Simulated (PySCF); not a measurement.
**C⁺ (carbon, charge +1) across methods**

[He] 2s2 2p1, 2P determinant. Computed with PySCF 2.14 in x2c-TZVPPall with one added diffuse shell each of s, p, d type (6s4p3d1f, 40 functions), with scalar relativity by spin-free X2C-1e.

```tsv
method	E (hartree)	mean ε 2s α (eV)	mean ε 2s β (eV)	mean ε 2p α (eV)	Σ⟨r²⟩ (bohr²)	⟨S²⟩
revPBE	-37.4395	-26.170	-24.712	-17.947	8.060	0.752
r2SCAN	-37.4197	-26.658	-24.884	-18.637	8.025	0.755
PBE	-37.3879	-26.166	-24.700	-17.946	8.064	0.752
TPSS	-37.4592	-26.588	-24.868	-18.416	7.999	0.753
UHF	-37.31068	-33.315	-29.604	-24.872	8.052	0.757
PBE0	-37.3979	-28.145	-26.237	-19.789	8.032	0.753
BHandHLYP	-37.4462	-29.957	-27.633	-21.655	8.023	0.753
wB97M-V	-37.4462	-30.519	-28.834	-21.857	8.112	0.751
```

Estimate the same row for LDA.

E (hartree) = -37.0531; mean ε 2s α (eV) = -26.110; mean ε 2s β (eV) = -24.594; mean ε 2p α (eV) = -17.795; Σ⟨r²⟩ (bohr²) = 8.125; ⟨S²⟩ = 0.751.
